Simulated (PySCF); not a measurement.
A geometry optimisation, step by step.

SbMe3, C3H9Sb.
Bonds: Sb1–C2, Sb1–C6, Sb1–C10. Hydrogens: H3, H4, H5 on C2; H7, H8, H9 on C6; H11, H12, H13 on C10.

Method: PySCF 2.14.0, PBE0-D3(BJ)/def2-SVP geometry optimisation, gas phase, def2 core potentials past Kr; density fitting, grid level 1; the optimiser is geomeTRIC in internal coordinates, started from a GFN2-xTB structure with every atom displaced at random (about 0.03 Å). The frame can shift and turn from step to step; on so coarse a grid that alone can change the energy by a few meV, and forces under 0.02 eV/Å are noise.

Step 0: E = -9789.0226 eV, largest atomic force 1.688 eV/Å
```
atom  x, y, z in Å  |  force x, y, z in eV/Å
Sb1     0.074   -0.072    1.238   -1.082   1.269  -0.260
C2      1.806   -0.018    0.026    0.074  -0.979  -0.009
H3      2.391    0.826    0.284    1.039   1.040   0.725
H4      1.666    0.080   -1.029   -0.710  -0.019  -1.165
H5      2.362   -0.945    0.171    0.389  -0.149   0.219
C6     -0.921    1.590    0.042    1.027  -0.231   1.256
H7     -0.774    1.348   -1.006   -0.232  -0.184  -0.439
H8     -0.390    2.543    0.250   -0.265  -0.279   0.041
H9     -1.967    1.661    0.354   -0.143   0.048  -0.198
C10    -0.919   -1.578    0.088   -0.454   0.547  -1.517
H11    -2.007   -1.586    0.260    0.101  -0.066   0.299
H12    -0.485   -2.530    0.368    0.090  -0.672  -0.083
H13    -0.805   -1.373   -1.025    0.167  -0.326   1.131
```

Step 1: E = -9789.2634 eV, largest atomic force 0.373 eV/Å
```
atom  x, y, z in Å  |  force x, y, z in eV/Å
Sb1     0.023    0.003    1.207    0.135  -0.347  -0.021
C2      1.851    0.005    0.011    0.031  -0.021  -0.079
H3      2.474    0.869    0.291   -0.025  -0.058   0.062
H4      1.655    0.065   -1.073   -0.161  -0.010   0.104
H5      2.421   -0.917    0.203   -0.001   0.044   0.058
C6     -0.904    1.576    0.071    0.203   0.054  -0.017
H7     -0.779    1.323   -0.991   -0.198   0.119  -0.058
H8     -0.391    2.524    0.285   -0.076   0.045  -0.020
H9     -1.962    1.654    0.353   -0.071   0.055  -0.125
C10    -0.959   -1.584    0.066    0.047   0.113   0.022
H11    -2.043   -1.587    0.257    0.025   0.010   0.153
H12    -0.541   -2.560    0.354   -0.028  -0.005  -0.026
H13    -0.815   -1.423   -1.010    0.120   0.000  -0.054
```

Step 2: E = -9789.2839 eV, largest atomic force 0.266 eV/Å
```
atom  x, y, z in Å  |  force x, y, z in eV/Å
Sb1     0.031   -0.012    1.205   -0.088   0.106  -0.054
C2      1.847   -0.018    0.013    0.097   0.080  -0.081
H3      2.476    0.843    0.297   -0.075  -0.100  -0.046
H4      1.615    0.041   -1.065   -0.010  -0.001   0.135
H5      2.416   -0.940    0.207   -0.030   0.028   0.006
C6     -0.911    1.599    0.067    0.174  -0.194   0.056
H7     -0.816    1.378   -1.006   -0.058   0.033  -0.010
H8     -0.409    2.550    0.287    0.008   0.036   0.018
H9     -1.971    1.684    0.342   -0.032  -0.007  -0.011
C10    -0.934   -1.590    0.065   -0.007  -0.017   0.041
H11    -2.014   -1.593    0.275    0.014  -0.008   0.030
H12    -0.517   -2.569    0.345   -0.015   0.036  -0.002
H13    -0.781   -1.424   -1.009    0.022   0.007  -0.081
```

Step 3: E = -9789.2869 eV, largest atomic force 0.069 eV/Å
```
atom  x, y, z in Å  |  force x, y, z in eV/Å
Sb1     0.029   -0.009    1.204   -0.028   0.015   0.056
C2      1.840   -0.018    0.013    0.066   0.021  -0.008
H3      2.469    0.842    0.290   -0.016  -0.019  -0.027
H4      1.596    0.037   -1.058    0.002  -0.001   0.020
H5      2.408   -0.939    0.210   -0.006   0.001  -0.007
C6     -0.903    1.591    0.068    0.028  -0.017  -0.013
H7     -0.819    1.380   -1.008   -0.010   0.013  -0.006
H8     -0.403    2.544    0.292   -0.008   0.010   0.002
H9     -1.964    1.675    0.341   -0.006   0.004   0.006
C10    -0.929   -1.585    0.063   -0.005  -0.020  -0.029
H11    -2.008   -1.590    0.279    0.000  -0.009  -0.008
H12    -0.511   -2.562    0.344    0.001   0.003   0.001
H13    -0.774   -1.419   -1.014   -0.017  -0.003   0.013
```

Step 4: E = -9789.2873 eV, largest atomic force 0.022 eV/Å
```
atom  x, y, z in Å  |  force x, y, z in eV/Å
Sb1     0.028   -0.008    1.205   -0.007  -0.007  -0.004
C2      1.843   -0.018    0.013    0.005  -0.007   0.020
H3      2.471    0.843    0.284    0.001   0.011  -0.004
H4      1.595    0.034   -1.057   -0.005  -0.002  -0.013
H5      2.411   -0.939    0.211   -0.001  -0.005  -0.002
C6     -0.902    1.592    0.069    0.004   0.002  -0.009
H7     -0.821    1.386   -1.009    0.002   0.002   0.000
H8     -0.405    2.547    0.294   -0.004  -0.001   0.002
H9     -1.964    1.677    0.342    0.001   0.000   0.007
C10    -0.931   -1.587    0.062    0.008   0.008  -0.006
H11    -2.008   -1.596    0.280   -0.002  -0.002  -0.002
H12    -0.509   -2.563    0.342    0.007  -0.002   0.002
H13    -0.778   -1.421   -1.015   -0.009   0.003   0.008
```

Problem. Summarise the path.

Solution. The energy falls by 0.2647 eV from step 0 to step 4; nine tenths of that is first reached at step 1. It falls at every step. The largest force goes from 1.688 to 0.022 eV/Å. Among the bonds Sb1–C6 changes most, from 2.277 to 2.171 Å; the atoms move by 0.057 Å rms after alignment.

Problem. Follow the three bonds and two angles with the largest change from start to end.

Solution. 
| step | E above end (eV) | largest force (eV/Å) | Sb1–C6 (Å) | Sb1–C2 (Å) | C2–H3 (Å) | Sb1–C2–H4 (°) | H7–C6–H9 (°) |
| --- | --- | --- | --- | --- | --- | --- | --- |
| 0 | 0.2647 | 1.688 | 2.277 | 2.114 | 1.059 | 117.5 | 114.8 |
| 1 | 0.0239 | 0.373 | 2.151 | 2.184 | 1.102 | 112.9 | 112.1 |
| 2 | 0.0033 | 0.266 | 2.186 | 2.172 | 1.104 | 111.1 | 110.1 |
| 3 | 0.0004 | 0.069 | 2.171 | 2.168 | 1.101 | 110.4 | 109.4 |
| 4 | 0.0000 | 0.022 | 2.171 | 2.172 | 1.099 | 110.2 | 109.2 |

The cost below is that of the whole optimisation. Hardware: Intel Xeon 6975P-C, one thread, shared host with 192 logical CPUs at a one-minute load of 106. Cost: 27 s, 0.45 GiB resident at most.
